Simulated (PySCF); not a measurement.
# [La(OH)4]− at several levels of theory

Computed with PySCF 2.14.0 (density fitting, no spin-orbit coupling) at the geometry relaxed with PBE0:

```xyz
9
[La(OH)4]− (singlet)
La    0.0000    0.0000    0.0000
O     1.4349    1.1542    1.3042
H     2.0001    1.6937    1.8543
O    -1.4349   -1.1542    1.3042
H    -2.0001   -1.6937    1.8543
O     1.1542   -1.4349   -1.3042
H     1.6937   -2.0001   -1.8543
O    -1.1542    1.4349   -1.3042
H    -1.6937    2.0001   -1.8543
```

| level | basis | state | HOMO (eV) | gap (eV) | charge on La1 (e) | population of f-type functions on La1 (core shells left out) | dipole about the centre of mass (D) | largest force component (eV/Å) |
| --- | --- | --- | --- | --- | --- | --- | --- | --- |
| PBE0 | La def2-SVP with ECP46, O def2-SVP, H def2-SVP | singlet | -2.38 | 5.96 | 0.84 | 0.21 | 0.00 | 0.00 |
| TPSSh | the same | singlet | -1.47 | 4.86 | 0.79 | 0.20 | 0.00 | 0.20 |
| PBE0 | La def2-TZVP with ECP46, O def2-TZVP, H def2-TZVP | singlet | -2.84 | 6.33 | 1.37 | 0.18 | 0.00 | 0.19 |

Charges are Mulliken's, which hang on the basis. The relaxation used the grid (50, 194), these runs (75, 302) or, all-electron (x2c bases, spin-free X2C Hamiltonian), (99, 590).

Question: What does BLYP with La def2-SVP with ECP46, O def2-SVP, H def2-SVP give here?

Answer: state singlet, HOMO (eV) -0.64, gap (eV) 3.66, charge on La1 (e) 0.52, population of f-type functions on La1 (core shells left out) 0.20, dipole about the centre of mass (D) 0.00, largest force component (eV/Å) 0.44. Time: 6.1 s on 2 threads of Arm Neoverse V2 (shared host), from an already converged density.

In the first row's basis the gap widens with exact exchange: 3.7 eV for BLYP (none); 4.9 to 6.0 eV for TPSSh, PBE0 (a fixed share).
